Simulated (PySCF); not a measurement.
Gas-phase reaction: Ga(OH)3 + 3 GaCl → GaCl3 + 3 GaOH. Level: PBE0/def2-QZVP†; standard pressure 1 bar.

Computed with PySCF and rigid-rotor harmonic-oscillator thermochemistry at 1 bar. † marks an energy on the PBE0/def2-TZVP geometry and frequencies. All species are closed-shell singlets. Ga: all electrons, no relativistic terms. Ga(OH)3, GaOH: computed as isolated molecules; such fragments, hydroxides, amides, oligomers or adducts are transient or little studied in the gas. The harmonic model lacks anharmonicity and excited electronic states, which grow with temperature; levels with a mode under 35 cm⁻¹ are left out.

| T (K) | 1000/T (1/K) | log10 K |
|---|---|---|
| 600 | 1.6667 | -2.68 |
| 800 | 1.2500 | -1.63 |
| 1000 | 1.0000 | ? |
| 1200 | 0.8333 | -0.63 |
| 1400 | 0.7143 | -0.37 |
| 1600 | 0.6250 | -0.18 |

**Question.** Fit log10 K = a + b·(1000/T) to the five rows, get the mean ΔH° and ΔS°, and predict log10 K at 1000 K.

**Answer.** Means: 1000/T = 1.0179, log10 K = -1.098. Sums of products about the means: Sxy = -1.81797, Sxx = 0.755432, so b = Sxy/Sxx = -2.41 and a = -1.098 − (-2.41)×1.0179 = 1.36.
ΔH° = −R ln 10 × 1000 K × b = −19.145 × (-2.41) = 46 kJ; ΔS° = R ln 10 × a = 26 J/K. The run's own values go from 49 kJ and 30 J/K at 600 K to 39 kJ and 21 J/K at 1600 K.
Prediction at 1000 K: 1.36 + (-2.41)×1.0000 = -1.05. The computed value is -1.02, 0.03 from the line.
For scale, ΔH°(298 K) is 49 kJ at this level, 45 kJ at ωB97M-V/def2-TZVP†, and runs from -170 to 74 kJ over the 19 levels computed.
